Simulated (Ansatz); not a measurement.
`C[CH](C)[Mg][OH]` + `CB(O)O` → `COB(C)O` + `C[CH2][Mg][OH]`  (substitution at a C–C bond)

Computed with Ansatz on PBE0-D4/def2-TZVP structures; ΔE is electronic, products minus reactants. CBS: MP2 limit from def2 TZ/QZ plus the TZ coupled-cluster correction, frozen cores. This one scheme is used for every species. Functionals use def2-TZVPP. B3LYP here is the variant with VWN-RPA as its local correlation; programs differ in this. HSE06 is defined as in plane-wave codes. For Mg outer-core shells are correlated without core-valence functions, which leaves a few kJ/mol of doubt a bond. Each species was taken in one conformer, which may not be the lowest.

`C[CH](C)[Mg][OH]`:

Cartesian coordinates in Å:
```
C 1.533 -0.435 -0.125
C 0.140 0.060 -0.511
C -0.772 -1.121 -0.839
Mg -0.690 1.371 0.913
O -1.387 2.477 2.099
H 2.244 0.383 0.030
H 1.518 -1.027 0.796
H 1.958 -1.086 -0.904
H 0.245 0.660 -1.426
H -1.754 -0.807 -1.207
H -0.945 -1.760 0.034
H -0.331 -1.767 -1.612
H -1.759 3.051 2.753
```

`CB(O)O`:

Z-matrix (Å, degrees):
```
C
B 1 1.566
H 1 1.091 2 111.9
H 1 1.096 2 109.3 3 118.3
H 1 1.091 2 112.0 3 -123.3
O 2 1.370 1 118.5 3 -29.5
O 2 1.370 1 118.5 3 151.5
H 6 0.960 2 115.6 1 -178.2
H 7 0.960 2 115.6 1 178.2
```

`COB(C)O`:

Z-matrix (Å, degrees):
```
C
O 1 1.408
H 1 1.090 2 107.9
H 1 1.094 2 111.3 3 -119.0
H 1 1.094 2 111.8 3 119.4
B 2 1.368 1 121.9 3 -171.4
O 6 1.364 2 116.5 1 -179.3
C 6 1.569 2 123.9 1 0.9
H 7 0.962 6 111.4 2 -0.0
H 8 1.090 6 111.5 2 -176.8
H 8 1.095 6 111.0 2 62.7
H 8 1.094 6 111.6 2 -55.5
```

`C[CH2][Mg][OH]`:

Cartesian coordinates in Å:
```
C 0.861 -0.082 1.340
C 0.487 -0.719 0.001
Mg -0.910 0.308 -1.167
O -2.088 1.171 -2.159
H -0.007 0.036 1.997
H 1.596 -0.676 1.896
H 1.295 0.915 1.214
H 1.390 -0.860 -0.606
H 0.099 -1.732 0.169
H -2.722 1.639 -2.684
```

| level | ΔE (kcal/mol) | difference from CCSD(T)/CBS |
| --- | --- | --- |
| LDA (SPW92) | 7.5 | -0.4 |
| PBE-D4 | 7.3 | -0.6 |
| revPBE-D4 | 7.5 | -0.4 |
| BLYP-D4 | 5.9 | -2.0 |
| r2SCAN-D4 | 6.8 | -1.1 |
| B97M-V | 6.8 | -1.1 |
| PBE0-D4 | 7.3 | -0.6 |
| B3LYP-D4 | 6.0 | -1.9 |
| HSE06-D4 | 7.4 | -0.5 |
| BHLYP-D4 | 5.8 | -2.1 |
| CAM-B3LYP-D4 | 5.6 | -2.3 |
| ωB97X-V | 6.1 | -1.8 |
| ωB97M-V | 6.8 | -1.1 |
| B2PLYP | 6.7 | -1.2 |
| PBE-QIDH | 7.9 | 0.0 |
| PBE | 7.2 | -0.7 |
| revPBE | 7.1 | -0.8 |
| BLYP | 5.6 | -2.3 |
| r2SCAN | 6.8 | -1.1 |
| PBE0 | 7.2 | -0.7 |
| B3LYP | 5.8 | -2.1 |
| r2SCANh | 6.9 | -1.0 |
| HSE06 | 7.3 | -0.6 |
| BHLYP | 5.6 | -2.3 |
| CAM-B3LYP | 5.5 | -2.4 |
| LC-ωPBE | 6.7 | -1.2 |
| RPA@PBE/def2-TZVPP | 6.6 | -1.3 |
| HF/def2-SVP | 3.9 | -4.0 |
| MP2/def2-SVP | 8.2 | 0.3 |
| CCSD/def2-SVP | 6.6 | -1.3 |
| HF/def2-TZVPP | 4.4 | -3.5 |
| MP2/def2-TZVPP | 8.9 | 1.0 |
| SCS-MP2/def2-TZVPP | 7.6 | -0.3 |
| CCSD/def2-TZVPP | 7.3 | -0.6 |
| CCSD(T)/def2-TZVPP | 7.6 | -0.3 |
| HF/def2-QZVPP | 4.4 | -3.5 |
| MP2/def2-QZVPP | 9.1 | 1.2 |
| SCS-MP2/def2-QZVPP | 7.8 | -0.1 |
| HF/CBS(def2) | 4.4 | -3.5 |
| MP2/CBS(def2) | 9.3 | 1.4 |
| CCSD(T)/CBS | 7.9 | 0 |

Largest T1 diagnostic among the species: 0.012.

At CCSD(T), def2-SVP lies −1.1 kcal/mol from the extrapolated value and def2-TZVPP −0.3 kcal/mol. Leaving LDA and LC-ωPBE aside and taking each functional with its dispersion term where it has one, the values spread over 2.2 kcal/mol, from CAM-B3LYP-D4 to PBE-QIDH. In def2-TZVPP, CCSD(T) changes the Hartree–Fock value by +3.1 kcal/mol (the triples alone add +0.3 kcal/mol) and MP2 by +4.5 kcal/mol.
